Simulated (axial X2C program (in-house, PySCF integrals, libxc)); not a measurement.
CoF⁺: from the spin-free to the two-component result

All values were computed with an in-house relativistic program for diatomic molecules. Spin-free means the one-electron spin-free X2C Hamiltonian; two-component (2c) means X2C with spin–orbit coupling and atomic mean-field two-electron Coulomb and Gaunt terms, so the difference of the two also holds small scalar two-electron terms. Basis: Co dyall-cv3z [9s10p6d3f2g], F dyall-av3z [7s6p3d2f] (cores contracted in-house); Gaussian nuclei, density fitting, unrestricted open shells. Masses: Co 58.933 u, F 18.998 u.

Spin-free state: M_S = 3/2, Λ = 3 (beyond evenly filled blocks: σα, π+α, π+β, π-α, δ+α, δ+β, δ-α); fragments Co+ + F.

```csv
level,Re (Å),ωe (cm⁻¹),De (eV),μ (D)
PBE0,1.687,785.6,3.468,-5.43
HF,1.721,787.3,n/a,-7.29
MP2,1.702,774.1,3.517,n/a
CCSD,1.700,787.0,3.678,n/a
CCSD(T),1.700,781.0,n/a,n/a
BP86,1.700,730.2,3.821,-4.50
```

Correlated methods: 15 electrons correlated (number of frozen shells: Co 3 s, 2 p; F 1 s), 249 virtual spin orbitals or spinors in MP2, 90 natural virtuals in coupled cluster.

Dipoles are positive if F is the positive end and refer to the centre of mass.

Two-component determinant lowest at the distance of the search:

Ω = 9/2 (⟨Sz⟩ = 1.50, ⟨Lz⟩ = 3.00 at HF); fragments Co+ + F.

```csv
level,Re (Å),ωe (cm⁻¹),μ (D)
PBE0,1.688,785.4,-5.43
HF,1.721,786.9,-7.29
MP2,1.703,773.7,n/a
CCSD,1.700,786.6,n/a
CCSD(T),1.700,780.5,n/a
BP86,1.700,730.3,-4.50
```

**Question.** From the two tables, how do the constants change at the CCSD(T) level (2c against spin-free)?

**Answer.** At the CCSD(T) level Re is unchanged within 0.001 Å and ωe goes down by 0.5 cm⁻¹.

One determinant describes the state; a PBE0 search over occupations chose it and may have missed a lower one. De is counted from the lowest determinant-based energies of the atoms at the same level, without counterpoise correction. De is not given where an atomic determinant may have missed its ground term or J level, or where the truncated virtual space spoils (T). Density functionals use the spin component along the axis (collinear). CCSD and (T) use frozen natural virtuals with an MP2 correction for the truncation; (T) itself is uncorrected, so its De runs slightly low. Other states lie close and PBE0, whose exact exchange favours high spin, may order them wrongly; the determinant shown need not be the ground state. The nearest other spin-free determinant of the search, M_S = 3/2, Λ = 0, lies 0.08 eV up at the distance of the search. Without a current term, density functionals place determinants with orbital angular momentum somewhat too high. With several unpaired electrons one determinant need not be a pure state. At some level and bond length an empty orbital lies below a filled one.
